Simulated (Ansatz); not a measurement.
One geometry of C9H16FN2Sc (`C[N](C)[Sc]1234([N](C)C)[C@@H]5[C@H]1[C@H]2[C@@]3(F)[C@@H]54`), several functionals.

```yaml
crystal:
  periodic: [false, false, false]
  atoms:
    - {symbol: C, position_ang: [-2.471125, -0.123063, 1.197663]}
    - {symbol: N, position_ang: [-1.638723, -0.850111, 0.273448]}
    - {symbol: C, position_ang: [-2.299708, -2.022610, -0.226839]}
    - {symbol: Sc, position_ang: [0.208907, -0.128576, 0.055116]}
    - {symbol: N, position_ang: [0.311810, 1.860533, -0.185501]}
    - {symbol: C, position_ang: [1.469130, 2.713207, -0.270836]}
    - {symbol: C, position_ang: [-0.890074, 2.641773, -0.364774]}
    - {symbol: C, position_ang: [1.896953, -1.637651, 1.044457]}
    - {symbol: C, position_ang: [2.609531, -0.625219, 0.373773]}
    - {symbol: C, position_ang: [2.369198, -0.754024, -1.014517]}
    - {symbol: C, position_ang: [1.537262, -1.877609, -1.164853]}
    - {symbol: F, position_ang: [1.088418, -2.339048, -2.337788]}
    - {symbol: C, position_ang: [1.224461, -2.429085, 0.081599]}
    - {symbol: H, position_ang: [-2.789352, -0.747716, 2.047947]}
    - {symbol: H, position_ang: [-3.387080, 0.270832, 0.726865]}
    - {symbol: H, position_ang: [-1.940009, 0.741709, 1.620109]}
    - {symbol: H, position_ang: [-2.570302, -2.725135, 0.579051]}
    - {symbol: H, position_ang: [-1.662434, -2.559062, -0.934646]}
    - {symbol: H, position_ang: [-3.233979, -1.773132, -0.755099]}
    - {symbol: H, position_ang: [1.467705, 3.488178, 0.512913]}
    - {symbol: H, position_ang: [1.515658, 3.243372, -1.235940]}
    - {symbol: H, position_ang: [2.393238, 2.141516, -0.164418]}
    - {symbol: H, position_ang: [-0.882052, 3.179270, -1.326331]}
    - {symbol: H, position_ang: [-1.782125, 2.009604, -0.358090]}
    - {symbol: H, position_ang: [-1.012854, 3.403243, 0.422863]}
    - {symbol: H, position_ang: [1.882822, -1.805899, 2.112209]}
    - {symbol: H, position_ang: [3.229037, 0.128285, 0.837685]}
    - {symbol: H, position_ang: [2.766595, -0.141868, -1.809868]}
    - {symbol: H, position_ang: [0.589093, -3.281705, 0.263794]}
basis:
  gaussian: {orbitals: def2-TZVPP}
hamiltonian: {xc: {name: wB97X-V}}
output: {orbitals: {seedname: orbitals}}
```

```sh
$ ansatz run in.yaml --threads 11 --pin off --events-out ev --progress --plain --max-ram 174080MiB --backend cuda --devices 0, --max-vram 75GiB
```

Output, abridged:

```
Functional definition: wB97X-V
3548 factors; their error is unknown
872 factors; integrals over basis functions are off by at most 6.3e-6 eV
mean field evaluation 1: about -35974.5279 eV, gradient 8.7e1 eV
mean field evaluation 2: about -35971.4755 eV, gradient 1.0e2 eV
mean field evaluation 4: about -35991.1842 eV, gradient 4.5e0 eV
mean field evaluation 8: about -35991.2439 eV, gradient 1.4e-1 eV
mean field evaluation 16: about -35991.2600 eV, gradient 1.7e-3 eV
mean field -35991.25998042 eV, -1322.6544085282 hartree, gradient 7.3e-5 eV, S^2 0.000000; 0 other end points of the search recorded, 0 dependent functions left out
reference -35991.25997707 eV, -1322.6544084052 hartree; 57, 57 occupied and 603, 603 virtual orbitals, 3548 factors
Total energy: -35991.25997707 eV, -1322.6544084052 hartree
```

Run time 4.4 s (11 threads of an AMD EPYC 7R13 on a shared host and a whole NVIDIA H100 80 GB); peak host memory 1.4 GiB.

Changing it to `hamiltonian: {xc: {name: r2SCANh}, dispersion: d4}` (abridged; 3.3 s):

```
Functional definition: r2SCANh
mean field evaluation 16: about -35988.3863 eV, gradient 1.6e-2 eV
mean field -35988.38634101 eV, -1322.5488042279 hartree, gradient 4.5e-5 eV, S^2 0.000000
Total energy: -35988.65224215 eV, -1322.5585759145 hartree
```

Changing it to `hamiltonian: {xc: {name: wB97M-V}}` and forces (abridged; 7.5 s):

```
Functional definition: wB97M-V
mean field evaluation 16: about -35991.0228 eV, gradient 1.3e-3 eV
mean field -35991.02279492 eV, -1322.6456921217 hartree, gradient 6.5e-5 eV, S^2 0.000000
Total energy: -35991.02287666 eV, -1322.6456951259 hartree
Atom 0 force    -0.251942     0.155561     0.216094 eV/Å
Atom 1 force     0.237931     0.069824    -0.063852 eV/Å
Atom 2 force    -0.202993    -0.286766    -0.104089 eV/Å
Atom 3 force     0.036466    -0.043723    -0.000181 eV/Å
Atom 4 force     0.003436    -0.245401     0.048661 eV/Å
Atom 5 force     0.264617     0.242165    -0.024555 eV/Å
Atom 6 force    -0.274217     0.223802    -0.051541 eV/Å
Atom 7 force     0.019086    -0.010098     0.163221 eV/Å
Atom 8 force     0.083862     0.095856     0.076685 eV/Å
Atom 9 force     0.041124     0.060479    -0.118591 eV/Å
Atom 10 force     0.105496     0.099019     0.281660 eV/Å
Atom 11 force    -0.116932    -0.119512    -0.302884 eV/Å
Atom 12 force    -0.085212    -0.101250    -0.025669 eV/Å
Atom 13 force     0.030978     0.048230    -0.073101 eV/Å
Atom 14 force     0.074150    -0.031085     0.031205 eV/Å
Atom 15 force    -0.025517    -0.044588    -0.021033 eV/Å
Atom 16 force     0.025660     0.058412    -0.058471 eV/Å
Atom 17 force    -0.035564     0.028248     0.041583 eV/Å
Atom 18 force     0.079231    -0.018776     0.041238 eV/Å
Atom 19 force    -0.001276    -0.066386    -0.061563 eV/Å
Atom 20 force    -0.004136    -0.047405     0.075539 eV/Å
Atom 21 force    -0.051190     0.041887    -0.009693 eV/Å
Atom 22 force     0.000261    -0.046664     0.078028 eV/Å
Atom 23 force     0.050244     0.043979    -0.002175 eV/Å
Atom 24 force     0.012220    -0.066159    -0.058331 eV/Å
Atom 25 force     0.009484     0.009672    -0.076222 eV/Å
Atom 26 force    -0.039549    -0.055585    -0.029132 eV/Å
Atom 27 force    -0.023262    -0.042888     0.045533 eV/Å
Atom 28 force     0.037543     0.049154    -0.018363 eV/Å
Dipole moment:     0.026047     0.111119     0.323887 e Å
```

Changing it to `hamiltonian: {xc: {name: CAM-B3LYP}, dispersion: d4}` (abridged; 4.6 s):

```
Functional definition: CAM-B3LYP
mean field evaluation 16: about -35991.7545 eV, gradient 1.4e-3 eV
mean field -35991.75448335 eV, -1322.6725811757 hartree, gradient 1.4e-5 eV, S^2 0.000000
Total energy: -35992.52407215 eV, -1322.7008630424 hartree
```

The same input with `hamiltonian: {xc: {name: PBE-QIDH}}` (abridged; 5.5 s):

```
Functional definition: PBE-QIDH
mean field evaluation 16: about -35945.1534 eV, gradient 1.2e-3 eV
mean field -35945.15336134 eV, -1320.9600215293 hartree, gradient 2.3e-6 eV, S^2 0.000000
17 core orbitals not correlated: weight in the atoms' cores, before any rotation towards them, 1.000 or more for the frozen orbitals, at most 0.000 for the correlated occupied ones
second order -76.82109921 eV of doubles, -0.00000000 eV of singles
Total energy: -35970.76041596 eV, -1321.9010634294 hartree
```
